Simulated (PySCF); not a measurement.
C2H4ClGaO, SMILES C=[CH][Ga]([OH])[Cl].

Geometry: B3LYP-D3(BJ)/def2-SVP. The structure was generated by enumeration; whether it is a known compound was not checked. Other conformers were not sampled.

All values below come from r2SCAN/def2-TZVP run with PySCF.

Symmetry labels are those of the subgroup Cs that the program uses (full group Cs).

List the valence orbital energies around the gap with their symmetry. (Estimate from the structure and the level; the computed values follow.)


```csv
orbital,symmetry,energy (eV)
HOMO−7,A',-10.96
HOMO−6,A',-10.25
HOMO−5,A',-8.53
HOMO−4,A",-8.35
HOMO−3,A',-8.15
HOMO−2,A",-7.76
HOMO−1,A',-7.57
HOMO,A",-7.51
LUMO,A",-2.21
LUMO+1,A',-1.02
LUMO+2,A",0.07
LUMO+3,A',0.97
```
